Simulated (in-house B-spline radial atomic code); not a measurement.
Configurations of neutral silver, with energies counted from [Kr] 4d10 5s1. Computed with an all-electron radial atomic-structure program (B-spline basis): Dirac-Hartree-Fock, average of configuration, Fermi nucleus of rms radius 4.5454 fm. Energies include first-order Breit, QED and recoil terms.

Occupations are held fixed; configurations that lie above the ionisation limit could autoionise.

| configuration | E - E(ref) (eV) | highest orbital | its <r> (bohr) |
| --- | --- | --- | --- |
| [Kr] 4d10 (5d3/2)1 | 4.8461 | 5d3/2 | 10.84 |
| [Kr] 4d10 (5f7/2)1 | 5.7873 | 5f7/2 | 31.48 |
| [Kr] 4d10 (7f7/2)1 | 6.054 | 7f7/2 | 67.47 |
| [Kr] (4d3/2)4 (4d5/2)5 5s1 (7g9/2)1 | 10.561 | 7g9/2 | 63.5 |
| [Ar] (3d3/2)4 (3d5/2)5 4s2 4p6 4d10 5s1 (5d3/2)1 | 373.13 | 5d3/2 | 10.47 |
| [Ar] (3d3/2)3 (3d5/2)6 4s2 4p6 4d10 5s1 (6p3/2)1 | 379.11 | 6p3/2 | 12.28 |

Order these further configurations by energy, lowest first.
A. [Ar] 3d10 4s2 (4p1/2)2 (4p3/2)3 4d10 5s1 (6d5/2)1
B. [Kr] 4d10 (5p3/2)1
C. [Kr] (4d3/2)4 (4d5/2)5 5s1 (7f5/2)1
D. [Kr] 4d10 (6g7/2)1
E. [Kr] 4d10 (5g7/2)1

B (3.08 eV), E (5.7875 eV), D (5.9538 eV), C (10.561 eV), A (67.592 eV).

How far above the reference does [Ar] (3d3/2)3 (3d5/2)6 4s2 4p6 4d10 5s2 lie?

373.48 eV; its least bound orbital is 5s1/2 with <r> = 3.14 bohr.
